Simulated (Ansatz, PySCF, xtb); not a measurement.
Gas-phase reaction 2 R1 → P1, each structure at its B3LYP-D3(BJ)/def2-SVP stationary point, reached from a drawn start (curvature not checked).
R1: Cl3Ga (SMILES [Cl][Ga]([Cl])[Cl]), charge 0, multiplicity 1.
P1: Cl6Ga2 (SMILES [Cl][Ga-]1([Cl])[Cl+][Ga-]([Cl])([Cl])[Cl+]1), charge 0, multiplicity 1.

P less R. No zero-point or thermal terms; no spin–orbit coupling.

Run with Ansatz (an electronic-structure program); PySCF for the D3/D4 terms; xtb for the GFN methods. All values are computed, each at the level named.

Task: One of these levels gives -26.36 kcal/mol for the reaction energy. Which one is it?
A) GFN2-xTB
B) BLYP-D3(BJ)/def2-TZVPP
C) r2SCAN-D3(BJ)/def2-TZVPP
D) HF/def2-SVP

Result: C, r2SCAN-D3(BJ)/def2-TZVPP. The others give -37.05 (GFN2-xTB), -17.94 (HF/def2-SVP), -22.96 (BLYP-D3(BJ)/def2-TZVPP)
